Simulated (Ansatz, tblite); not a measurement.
Forces on the cluster CuI2⁻ at its r2SCAN-D4/def2-TZVPD geometry. Charge -1, multiplicity 1.

In the def2 sets I takes a core potential; there is no spin–orbit coupling. The xTB rows come from tblite. The structure comes from a short search, and lower isomers may exist.

GFN1-xTB (tblite), largest force 0.35 eV/Å:

```xyz
3
positions Å, forces eV/Å
Cu    0.000    0.000    0.000    0.000    0.000    0.000
I     1.250    1.457    1.489    0.181    0.211    0.216
I    -1.250   -1.457   -1.489   -0.181   -0.211   -0.216
```

GFN2-xTB (tblite), largest force 0.70 eV/Å:

```
Cu 0.000 0.000 0.000
I 0.359 0.418 0.427
I -0.359 -0.418 -0.427
```

CAM-B3LYP-D4/def2-TZVPD (Ansatz), largest force 0.19 eV/Å:

```
Cu 0.000 0.000 0.000
I 0.099 0.116 0.118
I -0.099 -0.116 -0.118
```
